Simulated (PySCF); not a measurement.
Multinuclear NMR of ethyl methyl carbonate

Mapped SMILES: `[CH3:1][CH2:2][O:3][C:4](=[O:5])[O:6][CH3:7]` (H(Xn): hydrogen on atom n).

Calculated, not measured (PySCF 2.14): spin–spin couplings from B3LYP/pcJ-1 (without the spin–dipole term), GFN2-xTB geometry, shielding tensors at PBE0/pcSseg-1 (GIAO). Non-relativistic, no solvent model, equivalent nuclei averaged, one computed conformer.

Question: What are the ¹⁷O shifts?

Answer: 
| atoms | environment | σ (ppm) | δ (ppm) |
| --- | --- | --- | --- |
| O5 | ester carbonyl oxygen | 36.8 | 233.1 |
| O3 | ester alkoxy oxygen | 164.9 | 116.5 |
| O6 | ester alkoxy oxygen | 192.4 | 91.5 |

Shieldings were converted by a linear fit to measured shifts: ¹⁷O: δ = 266.70 − 0.911σ (rms 10.7 ppm, 155 shifts, 12.2 ppm with the 3 outliers that the fit left out vs liquid water, solution or neat liquid). Occasional misses reach two or three times the rms, and more in compound classes unlike the fitted ones. Couplings are scaled by factors fitted to measured values: ²J(H,H) × 0.95 (rms 1.3 Hz), ³J(H,H) × 0.92 (rms 0.5 Hz); all others are unscaled and can be 10–30 % off.

Couplings (the largest are listed; each averaged over equivalent pairs; quadrupolar broadening usually hides them): ¹J(C4,O5) = 27.7 Hz, ¹J(C2,O3) = 20.4 Hz, ¹J(O6,C7) = 19.6 Hz, ¹J(O3,C4) = 18.8 Hz, ¹J(C4,O6) = 18.7 Hz, ²J(O3,H(C2)) = -8.4 Hz, ²J(O6,H(C7)) = -6.6 Hz, ²J(C1,O3) = -1.1 Hz, ³J(O3,H(C1)) = -3.7 Hz, ³J(O5,C7) = -2.1 Hz, ³J(O3,C7) = -2.0 Hz, ³J(C2,O6) = -1.8 Hz.

On a 500 MHz spectrometer ¹⁷O resonates near 67.8 MHz, so 1 ppm is 67.8 Hz.
